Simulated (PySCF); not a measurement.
# What a mistake does to a calculation on GeH8OSi2

Calculated results; nothing here was measured. They come from PySCF 2.14.0, an open-source quantum chemistry program, on an isolated molecule that a program drew, which may never have been made. The molecule is GeH8OSi2 (charge 0, singlet), drawn as the SMILES string `[SiH3][O][GeH2][SiH3]`.

Each row is a Hartree-Fock (HF) and frozen-core CCSD(T) single point in the cc-pV(D+d)Z basis, meant for a local HF minimum. Run 1 is clean. Each other run has one planted mistake out of seven kinds, and not every kind appears here: one electron removed, one electron added, multiplicity raised by two, geometry at a saddle point, minimal basis STO-3G, one bond length entered in bohr, all coordinates scaled. The reference is restricted for singlets and unrestricted otherwise, and also for a bond in bohr. Adding or removing an electron swaps singlet and doublet. Electrons count all cores. HOMO and LUMO are orbital energies over both spins, the gradient is its largest component, and the lowest frequency (negative if imaginary) is given only where the gradient is small. Bond lengths are over the 11 bonds as drawn. T1 is the CCSD diagnostic: over 0.02 (restricted) or 0.045 (unrestricted) a single reference is doubtful. Germanium has the cc-pVDZ-PP basis, with a core potential (ECP10MDF) in place of its 10 inner electrons, and its 3s, 3p and 3d shells are frozen in CCSD(T).

Geometry of the clean run:
```xyz
12
GeH8OSi2, angstrom
Si    3.0557    0.1869    0.2183
O     1.4941   -0.2899    0.1729
Ge    0.0515   -0.3919   -0.8776
Si   -1.6339   -1.4748    0.4449
H     3.6276   -0.1635    1.5354
H     3.8443   -0.4831   -0.8440
H     3.1678    1.6518    0.0180
H     0.4487   -1.1835   -2.1304
H    -0.3181    1.0381   -1.2924
H    -1.1627   -2.8219    0.8359
H    -1.9070   -0.6682    1.6549
H    -2.8783   -1.6027   -0.3500
```

```
run,electrons,basis functions,<S^2>,HOMO (eV),LUMO (eV),gradient (hartree/bohr),lowest frequency (cm^-1),mean bond (Å),longest bond (Å),T1,HF (hartree),CCSD(T) (hartree),mistake
1,76,123,0.000,-10.83,2.96,4.3e-05,28,1.6159,2.400,0.0127,-950.82603,-951.39116,no fault
2,76,123,2.013,-3.64,-1.34,1.3e-01,-,1.6159,2.400,0.0456,-950.58213,-951.13833,multiplicity raised by two
3,76,123,0.000,-10.65,2.66,2.7e-02,-,1.7064,2.535,0.0140,-950.79477,-951.36958,all coordinates scaled
4,77,123,0.759,1.89,8.01,5.9e-02,-,1.6159,2.400,0.0218,-950.73571,-951.32778,one electron added
5,75,123,0.765,-15.69,-7.12,1.2e-01,-,1.6159,2.400,0.0547,-950.47057,-951.00521,one electron removed
6,76,123,0.791,-8.66,2.28,1.3e-02,-,1.7358,2.802,0.0464,-950.71116,-951.26999,?
```

**Which mistake was planted in run 6, and what did it cost?**

The mean bond changes by a factor of 1.074 and the longest by 1.167, so the molecule wasn't scaled as a whole. A length L in bohr read as angstrom grows by (1/0.5292 - 1) L = 0.890 L. The 11 bonds together grew by 11 x 0.1199 = 1.319 Å, which gives L = 1.482 Å. That is the length of one of the H-Si bonds, 1.483 Å in the clean geometry. So the mistake is: one bond length entered in bohr. Subtracting run 1 and multiplying by 627.51 kcal/mol a hartree, the energy moved by 72.1 kcal/mol in HF and 76.0 kcal/mol in CCSD(T).

Cautions from the logs. Run 2: T1 is over the limit, so its CCSD(T) energy is less reliable; run 4: the HOMO is above zero, so the electron isn't bound and the energy depends on the basis; run 5: T1 is over the limit, so its CCSD(T) energy is less reliable; run 6: T1 is over the limit, so its CCSD(T) energy is less reliable.
